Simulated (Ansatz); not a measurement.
C2H5NOZn, SMILES `C1N[CH2][Zn][O]1`, 10 atoms. Total charge 0; spin multiplicity 1. For Zn the d shell is correlated and the shells below it are frozen. Scalar relativity is left out up to krypton. Hardware: A = 2 threads of an AMD EPYC 7R13 on a shared host; B = 2 threads of an AMD EPYC 7R13 on a shared host and a share of an NVIDIA H100 80 GB. Correlated methods freeze the cores. Open-shell runs search over several starts.

Q: Give the basis size and wall time and peak host memory of each of these runs in Ansatz. RKS B3LYP-D4/def2-TZVPP energy and forces [A]; direct RPA on PBE orbitals with 3s3p of Cu, Zn/def2-TZVPP energy [A]; RKS ωB97M-V/def2-QZVPP energy [B]; RHF-MP2 with 3s3p of Cu, Zn/def2-QZVPP energy [B]; UHF-CCSD(T) with 3s3p of Cu, Zn/def2-TZVPP energy of the cation [B]; UKS ωB97M-V/def2-TZVPP energy of the cation [A]; UKS B3LYP-D4/def2-TZVPP energy of the cation [A]; RKS BHLYP-D4/def2-TZVPP energy [A]; RKS ωB97M-V/def2-SVP energy [A]; UKS ωB97X-V/def2-TZVPP energy of the cation [A]; RKS PBE0-D4/def2-TZVP relaxation (9 steps) [B]; UKS B2PLYP (frozen core with 3s3p of Cu, Zn)/def2-TZVPP energy of the cation [A]. (An estimate is asked.)

A: The calculation gave: Other jobs shared the machine, so times are rough.

```
                                                    level                       job  functions  wall time  peak host memory (GiB)
                                  RKS BHLYP-D4/def2-TZVPP                energy [A]        258      6.5 s                     0.8
                                     RKS ωB97M-V/def2-SVP                energy [A]        112        8 s                    0.46
                   RHF-MP2 with 3s3p of Cu, Zn/def2-QZVPP                energy [B]        478      8.5 s                     1.1
                                   RKS ωB97M-V/def2-QZVPP                energy [B]        478        9 s                     1.1
                                  RKS B3LYP-D4/def2-TZVPP     energy and forces [A]        258        9 s                    0.85
direct RPA on PBE orbitals with 3s3p of Cu, Zn/def2-TZVPP                energy [A]        258       11 s                    0.72
                                    RKS PBE0-D4/def2-TZVP  relaxation (9 steps) [B]        202       19 s                    0.87
                                  UKS B3LYP-D4/def2-TZVPP  energy of the cation [A]        258       25 s                     1.1
  UKS B2PLYP (frozen core with 3s3p of Cu, Zn)/def2-TZVPP  energy of the cation [A]        258       27 s                       1
               UHF-CCSD(T) with 3s3p of Cu, Zn/def2-TZVPP  energy of the cation [B]        258       53 s                    0.87
                                   UKS ωB97X-V/def2-TZVPP  energy of the cation [A]        258       73 s                     1.7
                                   UKS ωB97M-V/def2-TZVPP  energy of the cation [A]        258       87 s                     1.8
```

B3LYP here is the variant with VWN-RPA as its local correlation; programs differ in this.
